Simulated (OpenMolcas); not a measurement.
Cr2+ (d4) on a cation site of an ionic host was computed by SS-CASPT2, IPEA 0.25 Eh, imaginary shift 0.1 Eh with the d shell active (OpenMolcas, ANO-RCC-VDZP on the metal). Its lowest spin-free states, and all those of the highest spin:

```tsv
2S+1	Degeneracy	E (cm-1)
5	3	0
5	2	5590
3	3	14090
3	3	16490
3	3	18100
1	1	18900
3	3	19190
3	3	19610
3	2	20700
1	3	22020
3	1	22730
3	3	22740
```

Is the site octahedral, tetrahedral or cube-like, axial, or of lower symmetry?

The states with 2S+1 = 5 have orbital degeneracies 3, 2. Threefold states need a cubic site. For d4 at this spin an octahedron puts the twofold E below the threefold T2 and a tetrahedron or cube puts the threefold T2 below the twofold E, so the site is a tetrahedron or a cube, which this pattern cannot tell apart. The first gap at this spin, 5590 cm-1, is |10Dq| in ligand-field theory. The run had Cr2+ with its 8 nearest fluoride ions at 2.284 Å, on the Ca site of CaF2 (a = 5.46294 Å, distance in the model lattice 2.366 Å). The rest of the host is ab initio model potentials to 7.6 Å and point charges beyond; the distance is set by hand and nothing relaxes. Ligand basis ANO-RCC-VDZP.

Roots that are degenerate in the reference are averaged as groups; the widest CASPT2 spread within a group is 750 cm-1 (the 3-fold group of multiplicity 3 near 18100 cm-1 above the lowest state of its run). Shifts and gaps below about the spread of the groups concerned are not significant. Over all roots computed the reference weight is 0.69 to 0.70; a low but even weight reflects the number of correlated electrons. An orbital triplet at a regular site is open to Jahn-Teller coupling, which can distort the site and quench the lowest spin-orbit gaps and is left out. Ligand-to-metal charge-transfer states are missing. These CASPT2 states fit no ligand-field parameters well, so their order and spin gaps are uncertain. With no ligand orbital active B as a rule stays too high, so bands that hang on it stand too high and its fall with covalency is understated. With one d shell and no ligand orbital active, 10Dq can be off by tens of per cent for divalent 3d ions, low with halides held by bare charges and at times high in hosts. Free-ion shares, where given, are those of the reference states; single-state CASPT2 does not remix them. No measured value stands beside these numbers; the geometry was set by hand and not optimised.
